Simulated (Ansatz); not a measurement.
Harmonic frequencies (cm⁻¹) at PBE0-D4/def2-TZVP from Ansatz: 12, 33, 41, 51, 118, 166, 231, 400, 413, 435, 457, 519, 547, 606, 624, 635, 642, 726, 773, 784, 806, 903, 948, 1034, 1061, 1201, 1213, 1245, 1257, 1286, 1343, 2300, 2338.

Each molecule was computed in one conformer, which needn't be the lowest.

Task: Which molecule is it?
A. `FC(F)(F)O[SiH2]OC(F)(F)F`
B. `CO[SiH](C)F`
C. `O[Si](O)(F)O[SiH3]`
D. `C=C[SiH2]O[SiH3]`

Result: A.
